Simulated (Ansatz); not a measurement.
Basis sets compared for trans-PdH(PF3)2Br (P₂PdHBrF₆). Charge 0, multiplicity 1. Geometry PBE0-D4/def2-SVP. Ansatz on 4 threads of Arm Neoverse N1 on a shared host; times are rough, and most runs start from earlier orbitals.

```xyz
11

Pd    0.008    0.048   -0.022
H     0.238    1.437   -0.692
P     2.205   -0.306   -0.104
F     2.700   -1.550   -0.922
F     2.943   -0.552    1.259
F     3.170    0.781   -0.709
Br   -0.359   -2.166    1.047
P    -2.176    0.480    0.020
F    -3.118   -0.511   -0.751
F    -2.736    1.838   -0.551
F    -2.876    0.502    1.424
```

In the def2 sets Pd takes a core potential; there is no spin–orbit coupling.

Binding counts from free atoms (Pd singlet, H doublet, P quartet, F doublet, Br doublet) in the same basis, without a counterpoise term.

```json
{"level": "PBE-D4/def2-SVP", "functions": "188", "energy (Eh)": "-3982.4539", "HOMO (eV)": "-6.09", "LUMO (eV)": "-3.09", "binding per atom (eV)": "3.68", "wall time": "4.8 s"}
{"level": "PBE-D4/def2-TZVP", "functions": "354", "energy (Eh)": "-3983.8421", "HOMO (eV)": "-6.27", "LUMO (eV)": "-3.23", "binding per atom (eV)": "3.76", "wall time": "11 s"}
{"level": "r2SCAN-D4/def2-TZVP (with forces)", "functions": "354", "energy (Eh)": "-3984.8164", "HOMO (eV)": "-6.56", "LUMO (eV)": "-3.12", "binding per atom (eV)": "3.68", "wall time": "25 s"}
{"level": "PBE0-D4/def2-SVP", "functions": "188", "energy (Eh)": "-3982.5449", "HOMO (eV)": "-7.39", "LUMO (eV)": "-2.35", "binding per atom (eV)": "3.42", "wall time": "9.5 s"}
{"level": "PBE0-D4/def2-TZVP", "functions": "354", "energy (Eh)": "-3983.9307", "HOMO (eV)": "-7.51", "LUMO (eV)": "-2.39", "binding per atom (eV)": "3.55", "wall time": "29 s"}
```

Q: Estimate the rows for PBE-D4/def2-TZVPD, r2SCAN-D4/def2-TZVPD, PBE0-D4/def2-TZVPD.

A: 
| level | functions | energy (Eh) | HOMO (eV) | LUMO (eV) | binding per atom (eV) | wall time |
| --- | --- | --- | --- | --- | --- | --- |
| PBE-D4/def2-TZVPD | 432 | -3983.8478 | -6.33 | -3.29 | 3.75 | 18 s |
| r2SCAN-D4/def2-TZVPD | 432 | -3984.8210 | -6.59 | -3.16 | 3.68 | 36 s |
| PBE0-D4/def2-TZVPD | 432 | -3983.9354 | -7.55 | -2.45 | 3.54 | 46 s |
